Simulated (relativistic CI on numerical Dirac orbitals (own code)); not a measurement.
# Ta2+: 4d photoemission

Computed with this model: Dirac-Coulomb-Breit CI, separate exchange-only KLI orbitals for each configuration, model QED, valence Slater integrals scaled by 0.8, multiplet model of photoemission in the sudden approximation; configurations [Xe] 4f14 5d3 → [Kr] 4d9 4f14 5s2 5p6 5d3; 300 K; Lorentzian 4.9 eV and Gaussian 0.6 eV FWHM. Energies are those of the free ion, without screening or charge transfer. The energies are binding energies and can lie tens of eV above those of solids. S is read from ⟨S²⟩ = S(S + 1).

Computed curve for free ion, scaled to 100 at the maximum (points under 2 are left out and the grid is thinned):

| Energy (eV) | Intensity |
| --- | --- |
| 236.0 | 2.2 |
| 236.8 | 2.3 |
| 237.6 | 2.6 |
| 238.4 | 2.8 |
| 239.2 | 3.1 |
| 240.0 | 3.4 |
| 240.8 | 3.7 |
| 241.6 | 4.2 |
| 242.4 | 4.7 |
| 243.2 | 5.3 |
| 244.0 | 6.0 |
| 244.8 | 6.9 |
| 245.6 | 8.1 |
| 246.4 | 9.5 |
| 247.2 | 11.4 |
| 248.0 | 13.9 |
| 248.8 | 17.3 |
| 249.6 | 22.0 |
| 250.4 | 28.7 |
| 251.2 | 38.5 |
| 252.0 | 52.6 |
| 252.8 | 71.3 |
| 253.6 | 90.6 |
| 254.4 | 100.0 |
| 255.2 | 92.4 |
| 256.0 | 74.6 |
| 256.8 | 57.1 |
| 257.6 | 43.9 |
| 258.4 | 35.0 |
| 259.2 | 29.2 |
| 260.4 | 24.9 |
| 261.2 | 24.5 |
| 262.0 | 26.0 |
| 262.8 | 29.8 |
| 263.6 | 36.5 |
| 264.4 | 46.3 |
| 265.2 | 57.7 |
| 266.0 | 65.2 |
| 266.8 | 63.5 |
| 267.6 | 54.1 |
| 268.4 | 42.7 |
| 269.2 | 32.7 |
| 270.0 | 24.9 |
| 270.8 | 19.1 |
| 271.6 | 14.9 |
| 272.4 | 11.9 |
| 273.2 | 9.7 |
| 274.0 | 8.1 |
| 274.8 | 6.8 |
| 275.6 | 5.9 |
| 276.4 | 5.1 |
| 277.2 | 4.5 |
| 278.0 | 4.0 |
| 278.8 | 3.5 |
| 279.6 | 3.2 |
| 280.4 | 2.9 |
| 281.2 | 2.6 |
| 282.0 | 2.4 |
| 282.8 | 2.2 |
| 283.6 | 2.0 |

The ground state has S = 1.46, and the centroid lies at 259.22 eV.
